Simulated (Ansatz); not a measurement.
GeBr2. Total charge 0; singlet. Geometry PBE0-D4/def2-TZVP, basis def2-TZVP, Ansatz.

```tsv
run	HOMO (eV)	LUMO (eV)
A	-6.74	-3.90
B	-7.98	-3.23
C	-7.79	-3.22
D	-6.67	-3.81
E	-9.00	-2.23
F	-6.99	-3.78
```

The runs used B97M-V, CAM-B3LYP, PBE, PBE0, r2SCAN0, revPBE. Estimate which is which.

A PBE (0 % exact exchange); B r2SCAN0 (25 % exact exchange); C PBE0 (25 % exact exchange); D revPBE (0 % exact exchange); E CAM-B3LYP (range-separated); F B97M-V (0 % exact exchange). Exact exchange lowers occupied and raises empty levels; among semilocal functionals meta-GGAs tend to open the gap a little, and such runs are hard to tell apart. The gap grows from 2.84 eV (PBE) to 6.77 eV (CAM-B3LYP).
